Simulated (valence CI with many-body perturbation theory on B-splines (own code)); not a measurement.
Ce⁷⁺ in three bases

Computed by relativistic CI+MBPT: five valence electrons over a frozen Dirac-Fock core [Kr] 4d10, a basis of 7 s, 7 p, 7 d, 7 f, 4 g, 2 h functions for each j, with the one-electron correlation potential Σ1, the two-electron term Σ2, the three-electron term Σ3, Breit, model QED; selected CI, second order for the rest, scaled by the run's own slope (own B-spline code, finite nucleus).

No measured levels were compared; by estimate levels hold to about 250 cm⁻¹ or 0.2 % of their energy and the worst to 1 %, as in measured heavy ions of charge 2 to 7; those with d or f electrons hold less well. Among the levels kept, up to 1300 cm⁻¹ of a level comes from second order outside the variational space, and about a tenth of that is noise between levels of different J, which matters for small intervals. Only levels of the ground parity were solved; by the run's estimate the other parity begins above the list, which can be wrong where configurations are misplaced.

The reference run has the lowest level (5s^2 5p1/2^2 5p3/2) J=3/2 and an ionisation energy of 107.558 eV. Its largest variational space holds 20000 state functions.

Levels are named by their leading jj configuration (3d3/2^4 stands for four electrons in 3d with j = 3/2), which in mixed levels can hold well under half, so a name can repeat and another be missing. Letters in brackets count levels of one name in rising energy.

Changed runs:
A. basis 5 s, 5 p, 5 d, 5 f, 2 g
B. basis 4 s, 4 p, 4 d, 4 f

Excitation energies of the reference run in cm⁻¹, and shifts in cm⁻¹:

| Level | Reference | A | B |
| --- | --- | --- | --- |
| (5s^2 5p1/2 5p3/2^2) J=3/2 | 22814 | +15 | +40 |
| (5s^2 5p1/2 5p3/2^2) J=5/2 | 30336 | +42 | +124 |
| (5s^2 5p1/2 5p3/2^2) J=1/2 | 45627 | +120 | +535 |
| (5s^2 5p3/2^3) J=3/2 | 66178 | +78 | +321 |
| (4f5/2 5s^2 5p1/2^2) J=5/2 | 69097 | +431 | +1550 |
| (4f7/2 5s^2 5p1/2^2) J=7/2 | 73130 | +446 | +1575 |
| (4f5/2 5s^2 5p1/2 5p3/2) J=7/2 [a] | 88383 | +369 | +1360 |
| (4f5/2 5s^2 5p1/2 5p3/2) J=5/2 [a] | 88733 | +396 | +1406 |
| (4f7/2 5s^2 5p1/2 5p3/2) J=7/2 [a] | 91545 | +395 | +1385 |
| (4f7/2 5s^2 5p1/2 5p3/2) J=9/2 [a] | 92141 | +382 | +1425 |
| (4f5/2 5s^2 5p1/2 5p3/2) J=3/2 [a] | 93318 | +388 | +1403 |
| (4f7/2 5s^2 5p1/2 5p3/2) J=5/2 [a] | 94593 | +384 | +1352 |
| Ionisation energy (eV) | 107.558 | -0.024 | -0.091 |
